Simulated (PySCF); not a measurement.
**How methods differ on the ionisation energy of Ti**

Ti [Ar] 3d2 4s2 (3F) → Ti+ [Ar] 3d2 4s1 (4F), as a difference of total energies. Calculation: PySCF 2.14, in def2-TZVPPD; no relativity, point nucleus. Correlated levels: valence: [Ar] frozen. The calculations carry no spin-orbit coupling.

```csv
method,ionisation energy (eV),difference from reference (eV)
UHF,5.528,-1.300
MP2 (valence),6.311,-0.517
SCS-MP2 (valence),6.478,-0.350
CCSD (valence),6.572,-0.256
CCSD(T) (valence),6.617,-0.211
```

Reference: 6.828 eV (measured; NIST levels, between the centres of gravity of the two terms).

These non-relativistic numbers lack the scalar-relativistic shift.

Errors of the correlated levels include the incompleteness of this basis and the frozen core.
